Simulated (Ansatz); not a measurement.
Computed with Ansatz on PBE0-D4/def2-TZVP structures; ΔE is electronic, products minus reactants. CCSD(T)/CBS adds triple-zeta CCSD(T) − MP2 to the extrapolated MP2 energy (def2 sets, frozen cores). DFT in def2-TZVPP.

`C[SiH]1CCC1` → `C1CC[SiH2]C1`  (isomerisation)

`C[SiH]1CCC1`:

Z-matrix (Å, degrees):
```
Si
C 1 1.885
C 1 2.361 2 41.0
C 1 1.868 2 121.4 3 -139.4
C 1 1.885 2 78.8 3 -19.4
H 1 1.493 2 111.5 3 89.5
H 2 1.094 1 111.0 3 110.7
H 2 1.089 1 122.3 3 -118.9
H 3 1.094 1 103.0 2 104.8
H 3 1.094 1 149.7 2 -75.2
H 4 1.093 1 110.8 2 168.3
H 4 1.093 1 110.7 2 -72.2
H 4 1.093 1 111.1 2 48.0
H 5 1.094 1 111.0 2 -91.4
H 5 1.089 1 122.3 2 138.3
```

`C1CC[SiH2]C1`:

Cartesian coordinates in Å:
```
C -0.951 0.455 -0.769
C 0.022 -0.672 -1.118
C 0.515 -1.317 0.187
Si 0.670 0.157 1.360
C -0.289 1.370 0.273
H -1.257 1.008 -1.662
H -1.862 0.017 -0.343
H 0.875 -0.248 -1.660
H -0.441 -1.405 -1.785
H -0.239 -2.009 0.575
H 1.436 -1.886 0.054
H 2.078 0.581 1.604
H 0.037 -0.086 2.687
H -1.010 1.986 0.812
H 0.415 2.051 -0.216
```

```
             level  ΔE (kJ/mol)  difference from CCSD(T)/CBS
            PBE-D4        -24.3                          4.6
         r2SCAN-D4        -25.0                          3.9
           PBE0-D4        -27.5                          1.4
           ωB97M-V        -25.6                          3.3
              PBE0        -25.6                          3.3
     HF/def2-QZVPP        -32.3                         -3.4
SCS-MP2/def2-QZVPP        -29.2                         -0.3
      HF/CBS(def2)        -32.3                         -3.4
     MP2/CBS(def2)        -27.8                          1.1
    CCSD/CBS(def2)        -29.4                         -0.5
       CCSD(T)/CBS        -28.9                            0
```

Largest T1 diagnostic among the species: 0.010.

From PBE to PBE0 (25 % exact exchange), in def2-TZVPP and without D4, ΔE moves by −3.7 kJ/mol. The D4 term adds −4.0 kJ/mol with B3LYP and −1.9 kJ/mol with PBE0; it sums over pairs of atoms, weighted by their polarisabilities, and B3LYP, whose exchange is more repulsive, gets the larger term.

B3LYP here is the variant with VWN-RPA as its local correlation; programs differ in this.
